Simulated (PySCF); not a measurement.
Ligands exchanged one at a time, B Br-OH. Gas-phase values, no solvent. One relaxed conformer stands for each flexible species; it need not be the lowest. Strings in code marks are SMILES.

The numbers are results of PBE0-D3(BJ)/def2-TZVP in PySCF 2.14.0, not measurements. Excitations are Tamm–Dancoff values on a coarser integration grid. The basis has no diffuse functions, so Rydberg states are missing or too high.

```
species                                                                               T1 excitation (TDA) (eV)  LUMO (eV)  S1 oscillator strength
------------------------------------------------------------------------------------  ------------------------  ---------  ----------------------
0 of 3 Br replaced by OH (`BrB(Br)Br`)                                                                    4.53      -2.10                   0.000
1 of 3 Br replaced by OH                                                                                  5.89      -0.72                   0.000
2 of 3 Br replaced by OH (`OB(O)Br` (H–O–B–Br torsion -180°, Br–B–O–H torsion 180°))                      6.75      -0.18                   0.013
3 of 3 Br replaced by OH                                                                                  8.06          –                   0.000
```
